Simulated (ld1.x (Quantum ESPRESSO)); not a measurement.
Before and after: TM semilocal potential for Os (Z = 76)

osmium, norm-conserving Troullier–Martins (semilocal form), made with ld1.x (Quantum ESPRESSO) 7.5 (LDA (PZ), scalar-relativistic). Core [Xe] 4f14, reference 5d6 6s1.5 6p0.5. Waves: 6p (bound): rc 2.55 bohr; 5d (bound): rc 1.80 bohr; 6s (bound): rc 1.85 bohr. Local part: the s channel. Core correction: Bessel-smoothed model core, default radius (core density twice the valence density).

Change: all radii but the core radius scaled by about 0.85 (s 1.56, p 2.16, d 1.52 bohr).

Cutoffs: the cutoffs (Ry, on a coarse ladder) from which the occupation-weighted sum of valence levels, in a spherical-Bessel basis at the reference potential, stays within 10 and 1 mRy of its value at 400 Ry; they do not see the model core or the augmentation charge, which bear on the density cutoff. Errors are all-electron minus pseudo energies relative to the spin-unpolarised reference configuration.

Task: Predict the effect on cutoff, ghosts and configuration errors.

Result: The potential gets harder (40 Ry and 70 Ry → 90 Ry and 140 Ry); a bound ghost appears in s, which as a rule spoils a file; of the 9 tests that both files solve, the error grows in 6 and shrinks in 1 by more than 15 % and 0.3 meV (median size 8.2 → 23.7 meV). A smaller radius makes the pseudo-wave follow the all-electron one further in, where it bends more sharply, so more plane waves are needed. A semilocal file is local in each channel, so a ghost entry of none says nothing of the separable form that plane-wave codes build from it.

| quantity | base | changed |
| --- | --- | --- |
| cutoff, loose | 40 Ry | 90 Ry |
| cutoff, tight | 70 Ry | 140 Ry |
| loose cutoff by channel (10 mRy a level) | p 6 Ry, d 30 Ry, s 18 Ry | p 18 Ry, d 30 Ry, s 80 Ry |
| bound ghosts | none | s (extra level of the local part) |
| error for 5d6 6s2 6p0, meV [ΔE -2.53 eV] | +0.7 | +2.3 |
| error for 5d6 6s1 6p0, meV [ΔE 7.33 eV] | -4.8 | +4.2 |
| error for 5d6 6s0 6p0, meV [ΔE 24.62 eV] | -22 | -65 |
| error for 5d5 6s2 6p0, meV [ΔE 8.78 eV] | +1.9 | +5.8 |
| error for 5d7 6s0 6p0, meV [ΔE 6.87 eV] | -65 | -88 |
| error for 5d6 6s0 6p1, meV [ΔE 13.58 eV] | -1.4 | -29 |
| error for 5d6.5 6s1.5 6p0, meV [ΔE -2.46 eV] | -8.7 | +3.3 |
| error for 5d6 6s1.5 6p0.5 (spin-polarised), meV [ΔE -2.56 eV] | +23 | +25 |
| error for 5d6 6s2 6p0 (spin-polarised), meV [ΔE -4.55 eV] | +8.2 | +24 |

 A true bound ghost makes a file unfit for plane-wave use even where its test errors are small: the radial tests pick states by their node count and pass the ghost by.
